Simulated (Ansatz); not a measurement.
Molecular dynamics of AlF2H3OSi

input.yaml

```yaml
crystal:
  periodic: [false, false, false]
  atoms:
    - { symbol: Al, position_ang: [-0.045414, -0.033389, -0.098014] }
    - { symbol: F, position_ang: [-0.432529, -0.069993, 1.482511] }
    - { symbol: F, position_ang: [1.369037, 0.60363, -0.58137] }
    - { symbol: O, position_ang: [-1.082921, -0.648858, -1.268708] }
    - { symbol: Si, position_ang: [-2.56684, -1.299877, -0.799632] }
    - { symbol: H, position_ang: [-2.421665, -2.426649, 0.102383] }
    - { symbol: H, position_ang: [-3.417638, -0.325837, -0.142654] }
    - { symbol: H, position_ang: [-3.24283, -1.759327, -1.991415] }
basis:
  gaussian: { orbitals: STO-3G }
hamiltonian:
  xc: pbe0
  dispersion: d4
md:
  timestep: 0.25
  n_steps: 166
  ensemble: nvt_langevin
  temperature: 700.0
  initial_velocities: maxwell_boltzmann
  seed: 104127
  friction: 0.01
```

Launched with:

```bash
$ ansatz run input.yaml --threads 1 --pin off --max-ram 2048MiB --backend cpu --events-out ev --progress --plain --runs-dir out
```

It starts from a relaxed structure.

Output, in part (one step line in 2, the closing report, with atoms numbered from 0):

```
md step     0: t =     0.00 fs  T =   612.5 K  F+E_penalty+E_count = -21717.00009697 eV  E_kin = 0.633374 eV  (23 SCF iters)
md step     2: t =     0.50 fs  T =   623.5 K  F+E_penalty+E_count = -21716.98831915 eV  E_kin = 0.644756 eV  (21 SCF iters)
md step     4: t =     1.00 fs  T =   580.3 K  F+E_penalty+E_count = -21716.95488727 eV  E_kin = 0.600112 eV  (22 SCF iters)
md step     6: t =     1.50 fs  T =   534.9 K  F+E_penalty+E_count = -21716.90738062 eV  E_kin = 0.553087 eV  (21 SCF iters)
md step     8: t =     2.00 fs  T =   534.5 K  F+E_penalty+E_count = -21716.85196421 eV  E_kin = 0.552709 eV  (21 SCF iters)
md step    10: t =     2.50 fs  T =   490.6 K  F+E_penalty+E_count = -21716.79353643 eV  E_kin = 0.507310 eV  (21 SCF iters)
md step    12: t =     3.00 fs  T =   430.1 K  F+E_penalty+E_count = -21716.74158720 eV  E_kin = 0.444781 eV  (21 SCF iters)
md step    14: t =     3.50 fs  T =   385.4 K  F+E_penalty+E_count = -21716.70000055 eV  E_kin = 0.398515 eV  (21 SCF iters)
md step    16: t =     4.00 fs  T =   397.9 K  F+E_penalty+E_count = -21716.67510886 eV  E_kin = 0.411423 eV  (21 SCF iters)
md step    18: t =     4.50 fs  T =   383.9 K  F+E_penalty+E_count = -21716.67433423 eV  E_kin = 0.396947 eV  (22 SCF iters)
md step    20: t =     5.00 fs  T =   378.3 K  F+E_penalty+E_count = -21716.68591556 eV  E_kin = 0.391229 eV  (20 SCF iters)
md step    22: t =     5.50 fs  T =   424.2 K  F+E_penalty+E_count = -21716.70833512 eV  E_kin = 0.438675 eV  (20 SCF iters)
md step    24: t =     6.00 fs  T =   436.9 K  F+E_penalty+E_count = -21716.73471406 eV  E_kin = 0.451819 eV  (21 SCF iters)
md step    26: t =     6.50 fs  T =   493.6 K  F+E_penalty+E_count = -21716.75979967 eV  E_kin = 0.510426 eV  (20 SCF iters)
md step    28: t =     7.00 fs  T =   502.1 K  F+E_penalty+E_count = -21716.77360642 eV  E_kin = 0.519202 eV  (20 SCF iters)
md step    30: t =     7.50 fs  T =   502.3 K  F+E_penalty+E_count = -21716.76729065 eV  E_kin = 0.519403 eV  (20 SCF iters)
md step    32: t =     8.00 fs  T =   453.6 K  F+E_penalty+E_count = -21716.73932792 eV  E_kin = 0.469096 eV  (20 SCF iters)
md step    34: t =     8.50 fs  T =   416.4 K  F+E_penalty+E_count = -21716.69687756 eV  E_kin = 0.430572 eV  (20 SCF iters)
md step    36: t =     9.00 fs  T =   361.9 K  F+E_penalty+E_count = -21716.65274405 eV  E_kin = 0.374252 eV  (20 SCF iters)
md step    38: t =     9.50 fs  T =   328.6 K  F+E_penalty+E_count = -21716.61944953 eV  E_kin = 0.339759 eV  (20 SCF iters)
md step    40: t =    10.00 fs  T =   293.7 K  F+E_penalty+E_count = -21716.60834896 eV  E_kin = 0.303751 eV  (20 SCF iters)
md step    42: t =    10.50 fs  T =   306.0 K  F+E_penalty+E_count = -21716.62466291 eV  E_kin = 0.316475 eV  (20 SCF iters)
md step    44: t =    11.00 fs  T =   337.7 K  F+E_penalty+E_count = -21716.66386659 eV  E_kin = 0.349214 eV  (20 SCF iters)
md step    46: t =    11.50 fs  T =   426.8 K  F+E_penalty+E_count = -21716.72130958 eV  E_kin = 0.441310 eV  (20 SCF iters)
md step    48: t =    12.00 fs  T =   500.6 K  F+E_penalty+E_count = -21716.77878434 eV  E_kin = 0.517698 eV  (20 SCF iters)
md step    50: t =    12.50 fs  T =   531.8 K  F+E_penalty+E_count = -21716.82180768 eV  E_kin = 0.549902 eV  (20 SCF iters)
md step    52: t =    13.00 fs  T =   508.7 K  F+E_penalty+E_count = -21716.84222302 eV  E_kin = 0.526037 eV  (20 SCF iters)
md step    54: t =    13.50 fs  T =   503.9 K  F+E_penalty+E_count = -21716.83776148 eV  E_kin = 0.521085 eV  (20 SCF iters)
md step    56: t =    14.00 fs  T =   460.9 K  F+E_penalty+E_count = -21716.81200519 eV  E_kin = 0.476593 eV  (21 SCF iters)
md step    58: t =    14.50 fs  T =   398.3 K  F+E_penalty+E_count = -21716.77230390 eV  E_kin = 0.411891 eV  (20 SCF iters)
md step    60: t =    15.00 fs  T =   324.8 K  F+E_penalty+E_count = -21716.72938016 eV  E_kin = 0.335888 eV  (20 SCF iters)
md step    62: t =    15.50 fs  T =   284.0 K  F+E_penalty+E_count = -21716.69263770 eV  E_kin = 0.293692 eV  (21 SCF iters)
md step    64: t =    16.00 fs  T =   276.5 K  F+E_penalty+E_count = -21716.66948320 eV  E_kin = 0.285940 eV  (20 SCF iters)
md step    66: t =    16.50 fs  T =   270.8 K  F+E_penalty+E_count = -21716.66492978 eV  E_kin = 0.280021 eV  (20 SCF iters)
md step    68: t =    17.00 fs  T =   298.7 K  F+E_penalty+E_count = -21716.68103578 eV  E_kin = 0.308867 eV  (20 SCF iters)
md step    70: t =    17.50 fs  T =   336.5 K  F+E_penalty+E_count = -21716.71642731 eV  E_kin = 0.348013 eV  (20 SCF iters)
md step    72: t =    18.00 fs  T =   392.5 K  F+E_penalty+E_count = -21716.76391189 eV  E_kin = 0.405888 eV  (21 SCF iters)
md step    74: t =    18.50 fs  T =   458.8 K  F+E_penalty+E_count = -21716.81253717 eV  E_kin = 0.474443 eV  (21 SCF iters)
md step    76: t =    19.00 fs  T =   521.1 K  F+E_penalty+E_count = -21716.84935721 eV  E_kin = 0.538901 eV  (21 SCF iters)
md step    78: t =    19.50 fs  T =   528.9 K  F+E_penalty+E_count = -21716.86395944 eV  E_kin = 0.546889 eV  (26 SCF iters)
md step    80: t =    20.00 fs  T =   524.9 K  F+E_penalty+E_count = -21716.84801923 eV  E_kin = 0.542840 eV  (26 SCF iters)
md step    82: t =    20.50 fs  T =   466.7 K  F+E_penalty+E_count = -21716.80617265 eV  E_kin = 0.482633 eV  (21 SCF iters)
md step    84: t =    21.00 fs  T =   464.4 K  F+E_penalty+E_count = -21716.75049583 eV  E_kin = 0.480193 eV  (21 SCF iters)
md step    86: t =    21.50 fs  T =   395.8 K  F+E_penalty+E_count = -21716.69407182 eV  E_kin = 0.409302 eV  (21 SCF iters)
md step    88: t =    22.00 fs  T =   390.3 K  F+E_penalty+E_count = -21716.65828405 eV  E_kin = 0.403618 eV  (21 SCF iters)
md step    90: t =    22.50 fs  T =   379.7 K  F+E_penalty+E_count = -21716.64899499 eV  E_kin = 0.392675 eV  (21 SCF iters)
md step    92: t =    23.00 fs  T =   404.0 K  F+E_penalty+E_count = -21716.66632854 eV  E_kin = 0.417733 eV  (21 SCF iters)
md step    94: t =    23.50 fs  T =   442.4 K  F+E_penalty+E_count = -21716.70123344 eV  E_kin = 0.457520 eV  (21 SCF iters)
md step    96: t =    24.00 fs  T =   472.0 K  F+E_penalty+E_count = -21716.73610190 eV  E_kin = 0.488110 eV  (21 SCF iters)
md step    98: t =    24.50 fs  T =   524.5 K  F+E_penalty+E_count = -21716.75967576 eV  E_kin = 0.542349 eV  (21 SCF iters)
md step   100: t =    25.00 fs  T =   517.0 K  F+E_penalty+E_count = -21716.76645161 eV  E_kin = 0.534630 eV  (21 SCF iters)
md step   102: t =    25.50 fs  T =   526.0 K  F+E_penalty+E_count = -21716.75552672 eV  E_kin = 0.543918 eV  (22 SCF iters)
md step   104: t =    26.00 fs  T =   494.8 K  F+E_penalty+E_count = -21716.72703367 eV  E_kin = 0.511676 eV  (21 SCF iters)
md step   106: t =    26.50 fs  T =   442.1 K  F+E_penalty+E_count = -21716.68758137 eV  E_kin = 0.457140 eV  (21 SCF iters)
md step   108: t =    27.00 fs  T =   407.6 K  F+E_penalty+E_count = -21716.64407702 eV  E_kin = 0.421474 eV  (20 SCF iters)
md step   110: t =    27.50 fs  T =   435.6 K  F+E_penalty+E_count = -21716.60457030 eV  E_kin = 0.450445 eV  (21 SCF iters)
md step   112: t =    28.00 fs  T =   421.6 K  F+E_penalty+E_count = -21716.57427995 eV  E_kin = 0.435945 eV  (21 SCF iters)
md step   114: t =    28.50 fs  T =   423.4 K  F+E_penalty+E_count = -21716.55715927 eV  E_kin = 0.437790 eV  (21 SCF iters)
md step   116: t =    29.00 fs  T =   401.5 K  F+E_penalty+E_count = -21716.55396393 eV  E_kin = 0.415177 eV  (21 SCF iters)
md step   118: t =    29.50 fs  T =   416.0 K  F+E_penalty+E_count = -21716.56769464 eV  E_kin = 0.430140 eV  (21 SCF iters)
md step   120: t =    30.00 fs  T =   473.5 K  F+E_penalty+E_count = -21716.59450165 eV  E_kin = 0.489688 eV  (21 SCF iters)
md step   122: t =    30.50 fs  T =   489.6 K  F+E_penalty+E_count = -21716.62746388 eV  E_kin = 0.506279 eV  (21 SCF iters)
md step   124: t =    31.00 fs  T =   529.5 K  F+E_penalty+E_count = -21716.66070962 eV  E_kin = 0.547571 eV  (21 SCF iters)
md step   126: t =    31.50 fs  T =   612.5 K  F+E_penalty+E_count = -21716.69112614 eV  E_kin = 0.633358 eV  (20 SCF iters)
md step   128: t =    32.00 fs  T =   622.9 K  F+E_penalty+E_count = -21716.70797635 eV  E_kin = 0.644165 eV  (20 SCF iters)
md step   130: t =    32.50 fs  T =   569.9 K  F+E_penalty+E_count = -21716.70638039 eV  E_kin = 0.589371 eV  (21 SCF iters)
md step   132: t =    33.00 fs  T =   553.3 K  F+E_penalty+E_count = -21716.68262254 eV  E_kin = 0.572151 eV  (20 SCF iters)
md step   134: t =    33.50 fs  T =   567.5 K  F+E_penalty+E_count = -21716.63504946 eV  E_kin = 0.586872 eV  (20 SCF iters)
md step   136: t =    34.00 fs  T =   522.9 K  F+E_penalty+E_count = -21716.56953532 eV  E_kin = 0.540756 eV  (20 SCF iters)
md step   138: t =    34.50 fs  T =   442.5 K  F+E_penalty+E_count = -21716.50135611 eV  E_kin = 0.457582 eV  (20 SCF iters)
md step   140: t =    35.00 fs  T =   372.4 K  F+E_penalty+E_count = -21716.44788362 eV  E_kin = 0.385071 eV  (20 SCF iters)
md step   142: t =    35.50 fs  T =   339.5 K  F+E_penalty+E_count = -21716.42615545 eV  E_kin = 0.351065 eV  (20 SCF iters)
md step   144: t =    36.00 fs  T =   355.7 K  F+E_penalty+E_count = -21716.44926872 eV  E_kin = 0.367828 eV  (20 SCF iters)
md step   146: t =    36.50 fs  T =   420.7 K  F+E_penalty+E_count = -21716.50885453 eV  E_kin = 0.435022 eV  (20 SCF iters)
md step   148: t =    37.00 fs  T =   482.6 K  F+E_penalty+E_count = -21716.58302054 eV  E_kin = 0.499068 eV  (20 SCF iters)
md step   150: t =    37.50 fs  T =   557.9 K  F+E_penalty+E_count = -21716.64496977 eV  E_kin = 0.576889 eV  (21 SCF iters)
md step   152: t =    38.00 fs  T =   610.6 K  F+E_penalty+E_count = -21716.68222315 eV  E_kin = 0.631385 eV  (21 SCF iters)
md step   154: t =    38.50 fs  T =   598.4 K  F+E_penalty+E_count = -21716.68995135 eV  E_kin = 0.618817 eV  (27 SCF iters)
md step   156: t =    39.00 fs  T =   595.9 K  F+E_penalty+E_count = -21716.67253608 eV  E_kin = 0.616166 eV  (23 SCF iters)
md step   158: t =    39.50 fs  T =   521.9 K  F+E_penalty+E_count = -21716.63705167 eV  E_kin = 0.539737 eV  (20 SCF iters)
md step   160: t =    40.00 fs  T =   470.5 K  F+E_penalty+E_count = -21716.59709784 eV  E_kin = 0.486511 eV  (21 SCF iters)
md step   162: t =    40.50 fs  T =   425.4 K  F+E_penalty+E_count = -21716.56481279 eV  E_kin = 0.439885 eV  (21 SCF iters)
md step   164: t =    41.00 fs  T =   385.4 K  F+E_penalty+E_count = -21716.54893372 eV  E_kin = 0.398571 eV  (22 SCF iters)
md step   166: t =    41.50 fs  T =   443.1 K  F+E_penalty+E_count = -21716.55606587 eV  E_kin = 0.458235 eV  (23 SCF iters)
Total energy: -21716.55608009 eV, -798.0687159327 hartree
Atom 0 at    -0.068704    -0.079031    -0.160501 Å, force     0.082828     0.490717    -2.754098 eV/Å
Atom 1 at    -0.189129    -0.320382     1.403340 Å, force    -0.298122    -0.371243     1.637561 eV/Å
Atom 2 at     1.271032     0.795244    -0.616762 Å, force    -1.130382    -0.743032     0.122352 eV/Å
Atom 3 at    -1.230959    -0.639538    -1.335169 Å, force    -0.014193     0.051455     1.298606 eV/Å
Atom 4 at    -2.688942    -1.421184    -0.818150 Å, force    -0.066096    -1.498972     0.739872 eV/Å
Atom 5 at    -2.503553    -2.485854     0.296289 Å, force     0.004004     1.493587    -1.463330 eV/Å
Atom 6 at    -3.745551    -0.508113    -0.250423 Å, force     0.957972    -0.567874    -0.764520 eV/Å
Atom 7 at    -3.213089    -2.218527    -2.001371 Å, force     0.463988     1.145363     1.183555 eV/Å
Dipole moment:    -0.040985     0.004479     0.040820 e Å
```

The run went to its last step. The mean temperature of the second half is 32 % below the set value. A run of 0.042 ps of so small a system gives no equilibrium averages. Limits of this set-up: minimal basis.

The same pairs are bonded in the first frame and the last. Pairs count as bonded within 1.25 times the sum of covalent radii (0.12 Å more for H–H).

Last frame:

```xyz
8
Properties=species:S:1:pos:R:3
Al -0.069 -0.079 -0.161
F -0.189 -0.320 1.403
F 1.271 0.795 -0.617
O -1.231 -0.639 -1.335
Si -2.689 -1.421 -0.818
H -2.504 -2.486 0.296
H -3.746 -0.508 -0.250
H -3.213 -2.219 -2.001
```

The run took 4.1 min on 1 thread of Arm Neoverse V2, on a shared host, peak memory 0.098 GiB.
